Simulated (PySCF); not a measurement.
C2H2BF, SMILES C#CBF. Heavy atoms are numbered as in [BH:1]([C:2]#[CH:3])[F:5]. Hydrogens are named by the atom that carries them.

The structure is a stationary point at PBE-D3(BJ)/def2-SVP.

Computed with ωB97X/def2-TZVPD in PySCF.

Mulliken values depend strongly on the basis, most of all with diffuse functions as here. ESP charges are fitted to the potential on shells at 1.4 to 2.0 van der Waals radii. Atomic charges (e), one atom of each kind:

| atom | meta-Löwdin | ESP fit | Mulliken |
|---|---|---|---|
| B1 (BH) | 0.36 | 0.58 | 0.43 |
| C2 | ? | -0.19 | -0.26 |
| C3 (CH) | -0.12 | -0.32 | -0.31 |
| H on C3 | ? | 0.32 | 0.42 |
| F5 | -0.28 | -0.26 | -0.26 |
| H on B1 | ? | -0.13 | -0.02 |

Problem. Fill in the missing entries. (Estimate from the structure and the level; the computed values follow.)

Solution. 
- C2, meta-Löwdin: -0.15
- H on C3, meta-Löwdin: 0.18
- H on B1, meta-Löwdin: 0.00
